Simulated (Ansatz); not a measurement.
This Ansatz (an electronic-structure program) input (PBE0/6-31G) gives -24.60791 Eh with 9 basis functions.

Ansatz 0.2 input:
```yaml
crystal:
  periodic: [false, false, false]
  atoms:
    - {symbol: B, position_ang: [0.00000000, 0.00000000, 0.00000000]}
basis:
  gaussian:
    orbitals: 6-31G
hamiltonian:
  xc: {name: PBE0}
magnetization: {spin_polarized: true, initial_magnetization: 1}
scf: {lower_state_search: full}
```

Change:
```diff
- orbitals: 6-31G
+ orbitals: cc-pVQZ
```

Problem. What does the run give now?

Solution. -24.61913 Eh (PBE0/cc-pVQZ, 55 functions), a change of -11.22 mEh.
